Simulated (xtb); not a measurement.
Input file for xtb: GFN2-xTB on CH6BN (SMILES BNC), a point of a bond scan (R = 1.312 Å).

```
$ xtb mol.xyz --gfn 2 --sp --chrg 0 --uhf 0
9

B     -0.17377685     0.16935935     1.35984899
H     -1.04662609     0.51554608     2.09587791
H      0.90496525    -0.15002550     1.76046960
N     -0.42136335     0.13750334    -0.00246435
C      0.50465876    -0.25211116    -1.05318898
H     -1.33200836     0.40682345    -0.34423305
H      0.71253696     0.73126045    -1.89629586
H      0.12956168    -1.11043727    -1.61689155
H      1.45669201    -0.52592512    -0.60230554
```

It printed:

```
[...]
           -------------------------------------------------
          |                Calculation Setup                |
           -------------------------------------------------



           -------------------------------------------------
          |                 G F N 2 - x T B                 |
           -------------------------------------------------

        Reference                      10.1021/acs.jctc.8b01176
      * Hamiltonian:
        H0-scaling (s, p, d)           1.850000    2.230000    2.230000
        zeta-weighting                 0.500000
      * Dispersion:
        s8                             2.700000
        a1                             0.520000
        a2                             5.000000
        s9                             5.000000
      * Repulsion:
        kExp                           1.500000    1.000000
        rExp                           1.000000
      * Coulomb:
        alpha                          2.000000
        third order                    shell-resolved
        anisotropic                    true
        a3                             3.000000
        a5                             4.000000
        cn-shift                       1.200000
        cn-exp                         4.000000
        max-rad                        5.000000


          ...................................................
          :                      SETUP                      :
          :.................................................:
          :  # basis functions                  18          :
          :  # atomic orbitals                  18          :
          :  # shells                           12          :
          :  # electrons                        18          :
          :  max. iterations                   250          :
          :  Hamiltonian                  GFN2-xTB          :
          :  restarted?                      false          :
          :  GBSA solvation                  false          :
          :  PC potential                    false          :
          :  electronic temp.          300.0000000     K    :
          :  accuracy                    1.0000000          :
          :  -> integral cutoff          0.2500000E+02      :
          :  -> integral neglect         0.1000000E-07      :
          :  -> SCF convergence          0.1000000E-05 Eh   :
          :  -> wf. convergence          0.1000000E-03 e    :
          :  Broyden damping             0.4000000          :
          :  net charge                          0          :
          :  unpaired electrons                  0          :
          ...................................................

 iter      E             dE          RMSdq      gap      omega  full diag
   1     -9.3548985 -0.935490E+01  0.783E+00    6.16       0.0  T
   2     -9.4546595 -0.997610E-01  0.519E+00    5.23       1.0  T
   3     -9.4556638 -0.100429E-02  0.264E+00    6.00       1.0  T
   4     -9.4650273 -0.936345E-02  0.923E-01    5.59       1.0  T
   5     -9.4686804 -0.365318E-02  0.353E-01    5.95       1.0  T
   6     -9.4692123 -0.531821E-03  0.827E-02    5.81       1.0  T
   7     -9.4692335 -0.212262E-04  0.196E-02    5.82       1.7  T
   8     -9.4692334  0.627030E-07  0.988E-03    5.82       3.4  T
   9     -9.4692336 -0.184780E-06  0.284E-03    5.82      11.7  T
  10     -9.4692337 -0.391591E-07  0.183E-03    5.82      18.2  T
  11     -9.4692337 -0.397242E-07  0.709E-05    5.82     469.9  T
  12     -9.4692337  0.631495E-10  0.777E-05    5.82     428.8  T

   *** convergence criteria satisfied after 12 iterations ***

         #    Occupation            Energy/Eh            Energy/eV
      -------------------------------------------------------------
         1        2.0000           -0.6253879             -17.0177
       ...           ...                  ...                  ...
         3        2.0000           -0.5304020             -14.4330
         4        2.0000           -0.5079501             -13.8220
         5        2.0000           -0.4953830             -13.4801
         6        2.0000           -0.4609262             -12.5424
         7        2.0000           -0.4340264             -11.8105
         8        2.0000           -0.4021590             -10.9433
         9        2.0000           -0.3948913             -10.7455 (HOMO)
        10                         -0.1810190              -4.9258 (LUMO)
        11                         -0.0589505              -1.6041
        12                          0.0435553               1.1852
        13                          0.1369353               3.7262
        14                          0.1789897               4.8706
       ...                                ...                  ...
        18                          0.4733151              12.8796
      -------------------------------------------------------------
                  HL-Gap            0.2138723 Eh            5.8198 eV
             Fermi-level           -0.2879551 Eh           -7.8357 eV

 SCC (total)                   0 d,  0 h,  0 min,  0.003 sec
 SCC setup                      ...        0 min,  0.000 sec (  1.980%)
 Dispersion                     ...        0 min,  0.000 sec (  1.082%)
 classical contributions        ...        0 min,  0.000 sec (  0.480%)
 integral evaluation            ...        0 min,  0.000 sec ( 10.515%)
 iterations                     ...        0 min,  0.001 sec ( 43.763%)
 molecular gradient             ...        0 min,  0.001 sec ( 38.998%)
 printout                       ...        0 min,  0.000 sec (  2.979%)

         :::::::::::::::::::::::::::::::::::::::::::::::::::::
         ::                     SUMMARY                     ::
         :::::::::::::::::::::::::::::::::::::::::::::::::::::
         :: total energy              -9.360631444757 Eh    ::
         :: gradient norm              0.085238403954 Eh/a0 ::
         :: HOMO-LUMO gap              5.819762041199 eV    ::
         ::.................................................::
         :: SCC energy                -9.469233042117 Eh    ::
         :: -> isotropic ES            0.026537650863 Eh    ::
         :: -> anisotropic ES          0.007618125936 Eh    ::
         :: -> anisotropic XC          0.006875696462 Eh    ::
         :: -> dispersion             -0.003182803770 Eh    ::
         :: repulsion energy           0.108601597361 Eh    ::
         :: add. restraining           0.000000000000 Eh    ::
         :: total charge              -0.000000000000 e     ::
         :::::::::::::::::::::::::::::::::::::::::::::::::::::

           -------------------------------------------------
          |                Property Printout                |
           -------------------------------------------------

    * Orbital Energies and Occupations

         #    Occupation            Energy/Eh            Energy/eV
      -------------------------------------------------------------
         1        2.0000           -0.6253879             -17.0177
         2        2.0000           -0.5768925             -15.6980
         3        2.0000           -0.5304020             -14.4330
         4        2.0000           -0.5079501             -13.8220
         5        2.0000           -0.4953830             -13.4801
         6        2.0000           -0.4609262             -12.5424
         7        2.0000           -0.4340264             -11.8105
         8        2.0000           -0.4021590             -10.9433
         9        2.0000           -0.3948913             -10.7455 (HOMO)
        10                         -0.1810190              -4.9258 (LUMO)
        11                         -0.0589505              -1.6041
        12                          0.0435553               1.1852
Note: The following floating-point exceptions are signalling: IEEE_UNDERFLOW_FLAG IEEE_DENORMAL
normal termination of xtb
        13                          0.1369353               3.7262
        14                          0.1789897               4.8706
        15                          0.2104913               5.7278
        16                          0.3123211               8.4987
        17                          0.4313329              11.7372
        18                          0.4733151              12.8796
      -------------------------------------------------------------
                  HL-Gap            0.2138723 Eh            5.8198 eV
             Fermi-level           -0.2879551 Eh           -7.8357 eV

     #   Z          covCN         q      C6AA      α(0)
     1   5 B        2.703     0.223    18.101     7.138
     2   1 H        0.930    -0.120     6.320     3.931
     3   1 H        0.929    -0.117     6.213     3.898
     4   7 N        2.608    -0.215    25.691     7.528
     5   6 C        3.506    -0.021    22.515     7.026
     6   1 H        0.860     0.151     1.396     1.851
     7   1 H        0.747    -0.003     3.225     2.835
     8   1 H        0.924     0.043     2.415     2.430
     9   1 H        0.925     0.060     2.199     2.319

 Mol. C6AA /au·bohr⁶  :        627.115679
 Mol. C8AA /au·bohr⁸  :      13055.433184
 Mol. α(0) /au        :         38.954730


Wiberg/Mayer (AO) data.
largest (>0.10) Wiberg bond orders for each atom

 ---------------------------------------------------------------------------
     #   Z sym  total        # sym  WBO       # sym  WBO       # sym  WBO
 ---------------------------------------------------------------------------
     1   5 B    3.421 --     4 N    1.442     3 H    0.967     2 H    0.966
     2   1 H    0.986 --     1 B    0.966
     3   1 H    0.986 --     1 B    0.967
     4   7 N    3.456 --     1 B    1.442     5 C    1.037     6 H    0.955
     5   6 C    3.977 --     4 N    1.037     9 H    0.983     8 H    0.979
                             7 H    0.960
     6   1 H    0.977 --     4 N    0.955
     7   1 H    1.000 --     5 C    0.960
     8   1 H    0.998 --     5 C    0.979
     9   1 H    0.996 --     5 C    0.983
 ---------------------------------------------------------------------------

Topologies differ in total number of bonds
Writing topology from bond orders to xtbtopo.mol

molecular dipole:
                 x           y           z       tot (Debye)
 q only:       -0.094      -0.095      -0.536
   full:       -0.201      -0.078      -0.727       1.928
molecular quadrupole (traceless):
                xx          xy          yy          xz          yz          zz
 q only:        1.003      -0.245       0.625       0.247       0.134      -1.628
  q+dip:        2.060      -0.784       0.283       0.808      -0.321      -2.343
   full:        1.446      -0.219       1.167       0.637      -0.253      -2.613


           -------------------------------------------------
          | TOTAL ENERGY               -9.360631444757 Eh   |
          | GRADIENT NORM               0.085238403954 Eh/α |
          | HOMO-LUMO GAP               5.819762041199 eV   |
           -------------------------------------------------

------------------------------------------------------------------------
------------------------------------------------------------------------
 total:
 SCF:
```

The run finished.

Cost: about 0.03 core-seconds (a rough figure).
